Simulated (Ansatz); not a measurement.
`[OH][Al]([Cl])[Br]` + H–F → `[OH][Al]([F])[Cl]` + HBr at 400 K and 1 bar (ligand exchange at the Al–Br bond).

Program: Ansatz. Geometries: PBE0-D4/def2-TZVP. ΔE: electronic, gas phase. CCSD(T)/CBS is the MP2 limit (def2-TZVPP, def2-QZVPP) plus CCSD(T) − MP2 in def2-TZVPP, frozen cores. This one scheme is used for every species. For Br outer-core shells are correlated without core-valence functions, which leaves a few kJ/mol of doubt a bond. Scalar relativity is left out up to krypton. One conformer a species, not always the lowest.

```json
{"species": "`[OH][Al]([Cl])[Br]`", "CCSD(T)/CBS energy (Eh)": "-3351.09145", "H − E (kJ/mol)": "69.8", "S (J/(mol·K))": "359.6"}
{"species": "H–F", "CCSD(T)/CBS energy (Eh)": "-100.39570", "H − E (kJ/mol)": "36.5", "S (J/(mol·K))": "182.2"}
{"species": "`[OH][Al]([F])[Cl]`", "CCSD(T)/CBS energy (Eh)": "-877.57483", "H − E (kJ/mol)": "71.8", "S (J/(mol·K))": "334.8"}
{"species": "HBr", "CCSD(T)/CBS energy (Eh)": "-2573.91920", "H − E (kJ/mol)": "27.6", "S (J/(mol·K))": "207.2"}
```

H − E and S are ideal-gas, rigid-rotor, harmonic terms from PBE0-D4/def2-TZVP, for one conformer and one mirror image of each species. 1 Eh = 2625.50 kJ/mol, R = 8.31446 J/(mol·K).

Question: By hand: ΔE, ΔH, ΔS and ΔG.

Answer: ΔE = (-877.57483) + (-2573.91920) − (-3351.09145) − (-100.39570) = -0.00688 Eh = -18.1 kJ/mol. Δ(H − E) = 71.8 + 27.6 − 69.8 − 36.5 = -6.9, so ΔH = -25.0 kJ/mol. ΔS = 334.8 + 207.2 − 359.6 − 182.2 = 0.2 J/(mol·K). ΔG = -25.0 − 400 × (0.2)/1000 = -25.1 kJ/mol.

Question: By hand: the equilibrium constant, and the temperature at which ΔG would vanish if ΔH and ΔS stayed fixed.

Answer: log₁₀ K = −ΔG/(RT ln 10) = 3.3. ΔH and −TΔS have one sign here, so there is no such temperature.

The number of gas molecules stays the same, so ΔS is small and ΔH decides. A doubt of 5 kJ/mol in ΔE shifts log₁₀ K by 0.7 here. Other conformers and mirror images would add mixing entropy, several J/(mol·K) or more a flexible species. These are equilibria of isolated gas molecules and say nothing of rates. Largest T1 diagnostic: 0.011 (customary marks: 0.02 for closed shells, 0.045 for open ones).

ΔS is within the doubt of such terms, so its sign, and with it that verdict, could turn.
